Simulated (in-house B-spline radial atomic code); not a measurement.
## LDA exchange-only excitations of Ne⁸⁺

Method: LDA exchange-only. Computed with a B-spline radial code for spherical atoms: linear response of the closed shell 1s2 with the functional's adiabatic kernel; scalar-relativistic (spin-free one-electron X2C), finite nucleus, no spin-orbit coupling, no double excitations, S, P, D and F terms only.

Command:
```bash
python run_td.py task.json out
```
Settings (radii: box in bohr, nucleus in fm):
```
Z                        10
electrons                2
configuration            1s2
hamiltonian              x2c
method                   lda,
box_radius               11.59
rms_radius               3.0055
intervals                71
```

Run time, properties included: 0.2 s on 1 thread of Arm Neoverse N1 (shared host).

The lowest states, in the order of their Tamm-Dancoff energies; the method's threshold (minus the highest occupied level) is 1126.92 eV. Labels give the largest channel, * marks a mixed state, and oscillator strengths are full-response dipole values. Semilocal kernels can invert the small singlet-triplet splittings of Rydberg terms. Energies in eV:

```tsv
state	full response	Tamm-Dancoff	oscillator strength
1s → 2s 3S	?	?	-
1s → 2s 1S	887.15	887.26	-
1s → 2p 3P	888.86	888.89	-
1s → 2p 1P	895.78	895.81	0.665
1s → 3s 3S	1021.70	1021.70	-
1s → 3s 1S	1024.15	1024.17	-
1s → 3p 3P	1025.27	1025.27	-
1s → 3p 1P	1027.03	1027.04	0.134
1s → 3d 3D	?	?	-
1s → 3d 1D	1028.86	1028.86	-
1s → 4s 3S	1069.03	1069.04	-
1s → 4s 1S	1070.01	1070.02	-
1s → 4p 3P	1070.52	1070.52	-
1s → 4p 1P	1071.23	1071.23	0.0502
1s → 4d 3D	1071.86	1071.86	-
1s → 4d 1D	1071.90	1071.90	-
1s → 4f 3F	1072.43	1072.43	-
1s → 4f 1F	1072.43	1072.43	-
```

Where does 1s → 2s 3S lie?

At 877.33 eV in full response, 877.36 eV in Tamm-Dancoff.

Where does 1s → 3d 3D lie?

At 1028.79 eV in full response, 1028.79 eV in Tamm-Dancoff.

How large is the singlet-triplet splitting of 1s → 2s (S terms) in Tamm-Dancoff?

9.9 eV, from the unrounded values.

What polarisabilities and dispersion coefficient does the method give?

Dipole 0.001075 bohr³, quadrupole 4.21e-05 bohr⁵, C6 3.345e-05 hartree·bohr⁶ for two such species.
